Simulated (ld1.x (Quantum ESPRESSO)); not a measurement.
# Transferability test, TM potential for xenon (Xe)

- Element: xenon
- Generator: ld1.x (Quantum ESPRESSO) 7.5
- Type: norm-conserving Troullier–Martins (Kleinman–Bylander form)
- Functional: LDA (PZ)
- Relativity: scalar-relativistic
- Frozen core: [Kr]
- Valence charge: 18
- Reference configuration: 4d10 5s2 5p5 (charge +1)
- Partial waves: 5p (bound): rc 1.45 bohr; 4d (bound): rc 1.00 bohr; 5s (bound): rc 1.60 bohr
- Local potential: the s channel
- Core correction: none

Energies are relative to the spin-unpolarised reference configuration 4d10 5s2 5p5; without spin polarisation the order of configurations can differ from experiment. Spin-polarised rows fill each open shell by Hund’s rule, majority spin first.

```
        valence configuration  charge  ΔE all-electron (eV)  error AE − PS (meV)
                 4d10 5s2 5p6       0               -12.700                 +6.3
                 4d10 5s2 5p4      +2                21.944                 -1.6
                 4d10 5s2 5p3      +3                53.910                 +6.3
               4d10 5s2 5p5.5    +0.5                -7.450                 +2.8
                 4d10 5s1 5p6      +1                12.235                 -0.2
                  4d9 5s2 5p6      +1                55.093                 -334
4d10 5s2 5p4 (spin-polarised)      +2                21.312                  +11
```

(1) What are ΔE and the potential's error for 4d10 5s2 5p5 (spin-polarised)?

(2) What are ΔE and the potential's error for 4d10 5s2 5p2?

Levels in the configuration 4d10 5s2 5p2:

```
level  all-electron (eV)  pseudo (eV)
   4d           -106.069     -105.948
   5s            -62.163      -62.096
   5p            -48.169      -48.128
```

Note: ghost state, extra bound levels that the all-electron valence spectrum of the same l lacks: p at -279.2 eV. A true bound ghost makes a file unfit for plane-wave use.

## Answers

(1) ΔE = -0.138 eV all-electron; the error (AE − PS) is +2.5 meV.

(2) ΔE = 96.543 eV all-electron; the error (AE − PS) is +27 meV.
